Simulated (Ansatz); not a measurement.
C4H11NOSi (SMILES C=C[Si](C)(N)OC), singlet, at a GFN2-xTB geometry; SC-NEVPT2/STO-3G, CASSCF(2,4) (Ansatz, a first-principles code).

Input for Ansatz:
Ansatz 0.2 input:
```yaml
crystal:
  periodic: [false, false, false]
  atoms:
    - {symbol: C, position_ang: [-2.53958226, 0.30281402, -1.23233888]}
    - {symbol: C, position_ang: [-1.23529479, 0.11034497, -1.33529865]}
    - {symbol: Si, position_ang: [-0.06779931, -0.00750061, 0.14220551]}
    - {symbol: C, position_ang: [-0.15886330, 1.52813641, 1.26253012]}
    - {symbol: N, position_ang: [-0.29521339, -1.35788197, 1.21333833]}
    - {symbol: O, position_ang: [1.35684291, -0.19584356, -0.63231778]}
    - {symbol: C, position_ang: [2.61895940, -0.33797256, -0.05286576]}
    - {symbol: H, position_ang: [-3.19440973, 0.35519074, -2.08933159]}
    - {symbol: H, position_ang: [-3.01943175, 0.42117145, -0.27355075]}
    - {symbol: H, position_ang: [-0.80884991, -0.00082124, -2.32385222]}
    - {symbol: H, position_ang: [-1.17486688, 1.72291046, 1.58914938]}
    - {symbol: H, position_ang: [0.45464765, 1.40924246, 2.15091379]}
    - {symbol: H, position_ang: [0.18644691, 2.41276254, 0.73579826]}
    - {symbol: H, position_ang: [-0.17302902, -2.28265934, 0.82898402]}
    - {symbol: H, position_ang: [-1.09454854, -1.35511637, 1.82581664]}
    - {symbol: H, position_ang: [2.61188250, -1.11588257, 0.71300826]}
    - {symbol: H, position_ang: [2.93930147, 0.60053467, 0.40611106]}
    - {symbol: H, position_ang: [3.32248366, -0.61033925, -0.84091083]}
basis:
  gaussian:
    orbitals: STO-3G
magnetization: {spin_polarized: false}
correlation: {method: sc_nevpt2, electrons: all, active_space: {window: {electrons: 2, orbitals: 4}}}
```

Question: Write the output that Ansatz gives for this input, abridged.

Answer: 
```
Functional definition: HF
675 factors; integrals over basis functions are off by at most 4.6e-5 eV
mean field evaluation 1: about -15487.0927 eV, gradient 2.6e1 eV
mean field evaluation 2: about -15487.3527 eV, gradient 2.6e1 eV
mean field evaluation 4: about -15489.6922 eV, gradient 1.6e0 eV
mean field evaluation 8: about -15489.7027 eV, gradient 3.0e-2 eV
mean field -15489.70267478 eV, -569.2360740006 hartree, gradient 1.8e-6 eV, S^2 0.000000; 0 other end points of the search recorded, 0 dependent functions left out; unrestricted orbitals would lower it
reference -15489.70267478 eV, -569.2360740006 hartree; 32, 32 occupied and 18, 18 virtual orbitals, 675 factors
state -15490.86104090 eV, -569.2786431702 hartree
state -15490.86104090 eV, -569.2786431702 hartree; corrected -15499.07708090 eV, -569.5805770714 hartree
Total energy: -15499.07708090 eV, -569.5805770714 hartree
```
